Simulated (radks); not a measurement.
Results of a calculation; reference values are marked as such.
Species: Ru21+. Configuration: [Ar] 3d5.

Code: a radial shooting solver on a logarithmic mesh with Libxc functionals. Model: Dirac Kohn-Sham, BLYP, spin-unpolarised, spherical densities, finite nucleus; open shells fill j = l - 1/2 first; Fermi nuclear charge, rms radius 4.4809 fm.

Energy parts (eV):
part                       energy
total                 -116791.295
kinetic                121823.460
electron-nucleus      -264849.142
Hartree                 29202.871
exchange-correlation    -2968.484

Orbitals (lengths in bohr, moments of r in powers of bohr; r(max) is where P^2 peaks):
orbital  occ.  eigenvalue (eV)   r(max)     <r^2>
1s1/2       2        -22690.32  0.02171  0.001510
2s1/2       2        -3903.101   0.1228   0.02473
2p1/2       2        -3667.850  0.09532   0.01858
2p3/2       4        -3536.024  0.09929   0.01989
3s1/2       2        -1213.163   0.3503    0.1650
3p1/2       2        -1124.122   0.3350    0.1575
3p3/2       4        -1098.001   0.3434    0.1647
3d3/2       4        -948.6130   0.2796    0.1363
3d5/2       1        -943.0958   0.2819    0.1383

The highest occupied level is 3d5/2 at -943.10 eV. Summed over all electrons, <r^2> = 2.157 bohr^2, which gives a Langevin (diamagnetic) susceptibility term of -1.71 x 10^-6 cm^3/mol. For comparison, the ionisation energy in NIST's Atomic Spectra Database is 981 eV (theoretical). In exact Kohn-Sham theory the highest level is minus the ionisation energy, but local and semilocal functionals leave it too shallow, through self-interaction and a potential that decays too fast; potentials with the right tail come closer. The density falls to 0.001 e/bohr^3 at r = 1.13 bohr. The electron density at the nucleus is 1.101e+05 e/bohr^3.

Beside tabulated values, note that spin-unpolarised runs miss the spin-polarisation part of the exchange energy of open shells.
